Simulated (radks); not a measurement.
Results of a calculation; reference values are marked as such.
Problem. Radial electron density D(r) = 4 pi r^2 rho(r) of an atom or ion with 4 electrons. Code: a radial shooting solver on a logarithmic mesh with Libxc functionals. Model: Dirac Kohn-Sham, PBE, spin-unpolarised, spherical densities, finite nucleus; Fermi nuclear charge, rms radius of each element as measured or else 0.836 A^(1/3) + 0.57 fm.

r (bohr),D(r) (e/bohr)
0.02779,0.5390
0.03083,0.6436
0.03421,0.7659
0.03766,0.8965
0.04179,1.059
0.04637,1.245
0.05145,1.457
0.05664,1.677
0.06284,1.940
0.06973,2.231
0.07737,2.545
0.08517,2.855
0.0945,3.204
0.1049,3.561
0.1164,3.915
0.1281,4.228
0.1421,4.537
0.1577,4.797
0.1736,4.980
0.1926,5.098
0.2137,5.119
0.2371,5.031
0.261,4.848
0.2896,4.542
0.3214,4.137
0.3566,3.654
0.3925,3.163
0.4356,2.618
0.4833,2.097
0.532,1.667
0.5903,1.287
0.655,1.013
0.7268,0.8527
0.8,0.7997
0.8877,0.8290
0.985,0.9205
1.093,1.038
1.203,1.140
1.335,1.212
1.481,1.225
1.644,1.169
1.809,1.060
2.007,0.8952
2.228,0.7063
2.452,0.5326
2.721,0.3649
3.019,0.2310
3.35,0.1342
3.687,0.07471
4.091,0.03579
4.54,0.01526
5.037,0.005717
5.545,0.002040
6.153,0.0005765

What is the nuclear charge?

Solution. Z = 5. The innermost maximum, from 1s, lies near gamma/Z bohr with gamma = sqrt(1 - (Z/c)^2) = 0.999, here 0.2 bohr (found: 0.207), and its height grows with Z. The density is that of the boron ion B+ in [He] 2s2; the configuration itself is not fixed sharply by these data. D(r) has 2 maxima, at r = 0.207, 1.43 bohr, and minima at 0.813 bohr, inside which lie 2.06 electrons.
